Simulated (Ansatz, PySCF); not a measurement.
Molecule: sum formula SiAsH₄, charge 0, multiplicity 2. It need not be the lowest isomer of its formula. 
Geometry from a B3LYP-D3(BJ)/def2-TZVP (Ansatz, a program for electronic structure) optimisation:
SMILES: [SiH2][AsH2]
```xyz
6

Si    -1.5362     0.2922    -0.4070
As     0.7188    -0.1301     0.2069
H     -1.7894     1.7563    -0.2977
H     -2.4281    -0.4012     0.5642
H      1.2961     0.4154    -1.0938
H      0.7093    -1.5668    -0.3019
```
Charge 0, spin multiplicity 2.

Property: vertical ionisation energy (to the singlet state of charge +1; each state is the SCF solution reached for its spin; for the singlet the Hartree-Fock reference is unstable and T1 is 0.026), in eV. Valence correlation only, unless marked. Open shells are spin-unrestricted. No spin-orbit coupling. The frozen core is the preceding noble-gas configuration, with the filled d and f shells of earlier blocks. Non-relativistic. Basis-set limits of correlation are two-point, X^-3; Hartree-Fock from the larger set. The bracket is a focal-point correction in the basis named.

| level | program | vertical ionisation energy (eV) |
|---|---|---|
| HF/def2-QZVPPD | Ansatz | 7.83 |
| M06-2X/def2-TZVPD | PySCF | 8.08 |

Question: What does RI-MP2/CBS(def2-TZVPPD,def2-QZVPPD)+[CCSD(T)-MP2]/def2-TZVPPD (Ansatz) give?

Answer: 8.01 eV
